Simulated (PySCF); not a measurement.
**TlB and its ions**

UHF-MP2; Tl aug-cc-pVDZ-PP with ECP60, B aug-cc-pVDZ; scalar-relativistic core potentials (PySCF 2.14). Neutral (UHF): triplet (σ ↑, π ↑), Re = 2.479 Å, ωe = 367 cm⁻¹, De = 1.35 eV.

TlB⁺ (UHF): doublet (σ ↑), Re = 3.144 Å, ωe = 164 cm⁻¹. The energies at the minima are -196.18370 hartree for TlB and -195.96034 for TlB⁺.

Q: Work out the adiabatic ionisation energy, without and with harmonic zero-point energies (1 hartree = 27.2114 eV, 1 eV = 8065.5 cm⁻¹), and the change of the bond length.

A: At UHF-MP2: 0.22336 hartree = 6.078 eV between the minima; the zero-point term (164.0 − 367.0)/2 cm⁻¹ = -0.013 eV makes it 6.065 eV. Re changes by +66.5 pm against the neutral. The electron leaves a π orbital, and the ion is left as a loose complex of an ion and an atom.

TlB⁻ (UHF): quartet (σ ↑, π ↑↑), Re = 2.310 Å, ωe = 452 cm⁻¹, De = 2.47 eV to Tl⁻ + B. The energies at the minima are -196.18370 hartree for TlB and -196.23484 for TlB⁻.

Q: Work out the adiabatic electron affinity, without and with harmonic zero-point energies (1 hartree = 27.2114 eV, 1 eV = 8065.5 cm⁻¹), and the change of the bond length.

A: At UHF-MP2: 0.05114 hartree = 1.392 eV between the minima; the zero-point term (367.0 − 452.0)/2 cm⁻¹ = -0.005 eV makes it 1.386 eV. Re changes by -16.9 pm against the neutral. The electron enters a π orbital; the charge polarises the partner, so the anion is bound more strongly.

Correlated steps freeze 5 core orbitals. Correlated levels converge slowly with the basis: in double zeta they bind strong bonds too weakly, by up to about 1 eV, and carry superposition errors of some tenths. Spin–orbit coupling is left out, which matters for elements this heavy, above all for dissociation energies. For an ion De counts to the pair picked by the measured ionisation energies or electron affinities, which need not be the lowest pair at this level. States were picked by a PBE0 search and need not be the measured ground states.
